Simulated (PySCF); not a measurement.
**Adding and removing an electron: MoH**

PBE0; PySCF, scalar-relativistic core potentials, basis sets Mo def2-TZVPPD with ECP28, H def2-TZVPPD. Neutral (UKS): sextet (σ ↑, π ↑↑, δ ↑↑), Re = 1.715 Å, ωe = 1774 cm⁻¹, De = 2.38 eV, HOMO -5.53 eV, LUMO -1.70 eV.

MoH⁺ (UKS): quintet (π ↑↑, δ ↑↑), Re = 1.666 Å, ωe = 1952 cm⁻¹, De = 1.90 eV to Mo⁺ (4d5) + H. The energies at the minima are -68.69299 hartree for MoH and -68.40892 for MoH⁺.

(1) Work out the adiabatic ionisation energy, without and with harmonic zero-point energies (1 hartree = 27.2114 eV, 1 eV = 8065.5 cm⁻¹), and the change of the bond length.

The metal atom is held in its measured ground configuration; semilocal functionals can put another filling of s and d lower by some tenths of an eV, and De to that atom would be smaller. These are scalar-relativistic numbers at best; spin–orbit coupling would shift them, the dissociation energy most. For an ion De counts to the pair picked by the measured ionisation energies or electron affinities, which need not be the lowest pair at this level. The state is the lowest single determinant that the PBE0 search found; with open d or f shells the true ground state can be another one.

Results:

(1) At PBE0: 0.28407 hartree = 7.730 eV between the minima; the zero-point term (1952.0 − 1774.0)/2 cm⁻¹ = +0.011 eV makes it 7.741 eV. Re changes by -4.9 pm against the neutral. The electron leaves a σ orbital, and the shorter bond of the ion fits an antibonding orbital, or a change in how ionic the bond is.
